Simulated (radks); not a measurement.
Values are calculated unless marked as measured or tabulated.
Mean orbital radii <r> (bohr) of neutral praseodymium, [Xe] 4f3 6s2, of relativity; Dirac values are averaged over j with weights 2j + 1. Spin-unpolarised spherical Kohn-Sham, PBE, point nucleus unless stated (finite: rms radius 4.8919 fm), a radial shooting solver on a logarithmic mesh with Libxc functionals. A level marked "c x" has the speed of light scaled by that factor and shares open shells by 2j + 1; other Dirac levels either fill j = l - 1/2 first or share by 2j + 1.

shell       non-rel.
3s            0.2874
3p            0.2772
3d            0.2482
4s            0.6542
4p            0.6737
4d            0.7256
5s             1.590
5p             1.801
4f             1.089
6s             4.726
5d (empty)     3.144
6p (empty)     6.169

Give the values at the level "Dirac, c x 1.25".

Answer. 
shell       Dirac, c x 1.25  change of magnitude (%)
3s                   0.2777                    -3.37
3p                   0.2726                    -1.67
3d                   0.2477                    -0.18
4s                   0.6342                    -3.06
4p                   0.6643                    -1.40
4d                   0.7268                    +0.16
5s                    1.539                    -3.20
5p                    1.779                    -1.19
4f                    1.158                    +6.31
6s                    4.589                    -2.89
5d (empty)            3.265                    +3.86
6p (empty)            6.177                    +0.13
